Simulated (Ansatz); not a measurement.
`B[O][Al]([Cl])[Cl]` + H₂S → `[SH][Al]([Cl])[Cl]` + `BO`  (ligand exchange at the Al–O bond)

Computed with Ansatz on PBE0-D4/def2-TZVP structures; ΔE is electronic, products minus reactants. CCSD(T)/CBS is the MP2 limit (def2-TZVPP, def2-QZVPP) plus CCSD(T) − MP2 in def2-TZVPP, frozen cores. This one scheme is used for every species. DFT in def2-TZVPP. HSE06 is defined as in plane-wave codes. Each species was taken in one conformer, which may not be the lowest.

`B[O][Al]([Cl])[Cl]`:

Cartesian coordinates in Å:
```
B -0.924 1.059 -0.767
O -0.158 0.164 -0.132
Al 0.806 -0.928 0.668
Cl 2.169 -2.062 -0.398
Cl 0.628 -1.138 2.719
H -0.528 2.187 -0.893
H -1.993 0.717 -1.197
```

H₂S:

```xyz
3

S    -0.582    0.051    0.207
H     0.622    0.251    0.762
H    -0.040   -0.302   -0.969
```

`[SH][Al]([Cl])[Cl]`:

Cartesian coordinates in Å:
```
S -0.795 -1.524 0.085
Al 0.396 0.271 0.217
Cl 1.949 0.347 1.593
Cl 0.010 1.908 -1.006
H -1.560 -1.002 -0.890
```

`BO`:

Cartesian coordinates in Å:
```
B 0.103 -0.292 0.285
O 0.326 0.662 -0.641
H 1.067 -0.798 0.781
H -1.017 -0.607 0.583
H -0.479 1.035 -1.008
```

(1) Is it downhill or uphill in electronic energy at CCSD(T)/CBS, and by how much? (Estimate.)

(2) What do these levels give: B97M-V, HSE06-D4, ωB97M-V, B2PLYP, revPBE, PBE0, HSE06, BHLYP, CAM-B3LYP, CCSD(T)/def2-SVP, HF/def2-TZVPP, CCSD/def2-TZVPP? (Estimate.)

Largest T1 diagnostic among the species: 0.014.

Results:

(1) The calculation gave: Uphill: ΔE = +15.2 kJ/mol.

(2) The calculation gave: B97M-V 15.9, HSE06-D4 5.1, ωB97M-V 14.4, B2PLYP 19.6, revPBE 2.2, PBE0 6.1, HSE06 5.6, BHLYP 25.7, CAM-B3LYP 24.5, CCSD(T)/def2-SVP 17.9, HF/def2-TZVPP 32.8, CCSD/def2-TZVPP 21.1 kJ/mol.

From PBE to PBE0 (25 % exact exchange), in def2-TZVPP and without D4, ΔE moves by +3.7 kJ/mol. In def2-TZVPP, CCSD(T) changes the Hartree–Fock value by −15.5 kJ/mol (the triples alone add −3.8 kJ/mol) and MP2 by −18.1 kJ/mol. Leaving LDA and LC-ωPBE aside and taking each functional with its dispersion term where it has one, the values, not all of them listed here, spread over 22.1 kJ/mol, from PBE-D4 to CAM-B3LYP-D4.
